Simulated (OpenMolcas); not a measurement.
An OpenMolcas run meant for P IV (ANO-R3, X2C; inactive shells 1s 2s 2p; intended active space 2 electrons in 9 orbitals (RAS2 3s 3p; RAS3 3d, at most 2 electrons)). One step of its input:

```
&CASPT2
Multistate=3 1 2 3
Frozen=1 0
IPEA=0.25
Imaginary=3.0
MaxIter=60
WThr=0.0 0.3 0.05
PrWF=0.5
NoMix
```

The run finished. Its levels beside those of a sound run (MS-RASPT2, IPEA 0.25 Eh, imaginary shift 0.1 Eh (closed shells correlated: 2s 2p)), in cm⁻¹ above each run's lowest level:

```csv
Level,This run,Usual run
3s² ¹S₀,0.0,0.0
3s 3p ³P°₀,67549,67763
3s 3p ³P°₁,67747,67962
3s 3p ³P°₂,68149,68364
3s 3p ¹P°₁,105384,105230
3p² ¹D₂,157781,157943
```

Question: Which setting is unsound, and how much does it matter here?

Answer: The level shift is far above the usual 0.1 to 0.3 hartree and damps the second-order energy. Against the sound run the excited levels shown move by 190 cm-1 on average and by 210 cm-1 at most.

CASPT2 breaks the degeneracy within a term, and the mean is taken; among the terms shown or strongly mixed into the levels shown the widest spread is 18 cm-1 (3p² ¹D, the sound run). Active for correlation alone: 3d; no level in the range computed is led by a configuration that fills it, so any true level of that kind is missing. Some terms mix strongly with configurations of 3d, whose occupation reaches 0.28 (3p² ¹D). Levels of configurations outside the active space are missing.

° marks odd parity.
